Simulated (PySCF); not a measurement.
Gas-phase reaction: 2 In(CH3)3 → 2 InCH3 + C3H8 + CH4

Method: PySCF energies plus ideal-gas RRHO corrections (1 bar). † marks an energy on the PBE0/def2-TZVP geometry and frequencies; other levels use their own. MP2 and CCSD(T) freeze the core. All species are closed-shell singlets. B3LYP is the form with VWN-RPA correlation. In: scalar-relativistic def2 core potential, no spin-orbit coupling. Methyl groups turn as free rotors in In(CH3)3. InCH3: computed as isolated molecules; such fragments, hydroxides, amides, oligomers or adducts are transient or little studied in the gas. MP2 isn't extrapolated to the basis-set limit; its ΔH°(298 K) is -25.1 kJ in def2-SVP and 9.7 kJ in def2-TZVPP. CCSD(T) isn't extrapolated to the basis-set limit. The harmonic model lacks anharmonicity and excited electronic states, which grow with temperature; levels with a mode under 35 cm⁻¹ are left out. Internal rotation in C3H8 is treated as a harmonic vibration of one conformer, which makes the entropy rough. Soft modes under 120 cm⁻¹ make the harmonic entropy rough for In(CH3)3.

```
level               ΔE electronic, kJ  ΔH°(298 K), kJ  ΔS°(298 K), J/K  ΔG°(1600 K), kJ
------------------  -----------------  --------------  ---------------  ---------------
B3LYP/def2-TZVP†                  -88             -74              231             -416
BLYP/def2-TZVP†                  -104             -90              231             -432
CCSD(T)/def2-SVP†                 -76             -62              231             -404
M06-2X/def2-TZVP†                 -28             -14              231             -355
MP2/def2-TZVPP†                    -4              10              231             -332
PBE/def2-SVP                      -75             -62              229             -399
PBE/def2-TZVP†                    -50             -36              231             -378
PBE0/def2-SVP†                    -65             -51              231             -392
PBE0/def2-TZVP                    -39             -25              231             -366
ωB97X-V/def2-TZVP†                -10               4              231             -337
```
ΔH° is lowest at BLYP/def2-TZVP† and highest at MP2/def2-TZVPP†. No reference value is set beside these.
